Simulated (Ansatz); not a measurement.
`N=[C](F)[AlH2]` + `N=C=O` → `O=C=[N][AlH2]` + `N=CF` at 400 K and 1 bar (ligand exchange at the Al–C bond).

Program: Ansatz. Geometries: PBE0-D4/def2-TZVP. ΔE: electronic, gas phase. CBS: MP2 limit from def2 TZ/QZ plus the TZ coupled-cluster correction, frozen cores. This one scheme is used for every species. Each species was taken in one conformer, which may not be the lowest.

| species | CCSD(T)/CBS energy (Eh) | H − E (kJ/mol) | S (J/(mol·K)) |
| --- | --- | --- | --- |
| `N=[C](F)[AlH2]` | -436.32212 | 121.4 | 335.3 |
| `N=C=O` | -168.51995 | 72.4 | 252.4 |
| `O=C=[N][AlH2]` | -411.17628 | 95.1 | 322.6 |
| `N=CF` | -193.72220 | 103.2 | 262.4 |

H − E and S are ideal-gas, rigid-rotor, harmonic terms from PBE0-D4/def2-TZVP, for one conformer and one mirror image of each species. 1 Eh = 2625.50 kJ/mol, R = 8.31446 J/(mol·K).

Question: By hand: ΔE, ΔH, ΔS and ΔG.

Answer: ΔE = (-411.17628) + (-193.72220) − (-436.32212) − (-168.51995) = -0.05641 Eh = -148.1 kJ/mol. Δ(H − E) = 95.1 + 103.2 − 121.4 − 72.4 = 4.5, so ΔH = -143.6 kJ/mol. ΔS = 322.6 + 262.4 − 335.3 − 252.4 = -2.7 J/(mol·K). ΔG = -143.6 − 400 × (-2.7)/1000 = -142.5 kJ/mol.

Question: By hand: the equilibrium constant, and the temperature at which ΔG would vanish if ΔH and ΔS stayed fixed.

Answer: log₁₀ K = −ΔG/(RT ln 10) = 18.6. ΔG = 0 at ΔH/ΔS = 53185 K, far beyond where these terms or the molecules hold.

The number of gas molecules stays the same, so ΔS is small and ΔH decides. A doubt of 5 kJ/mol in ΔE shifts log₁₀ K by 0.7 here. Other conformers and mirror images would add mixing entropy, several J/(mol·K) or more a flexible species. Modes under 60 cm⁻¹, often nearly free rotors, make the harmonic entropy too high. These are equilibria of isolated gas molecules and say nothing of rates. Largest T1 diagnostic: 0.018 (customary marks: 0.02 for closed shells, 0.045 for open ones).
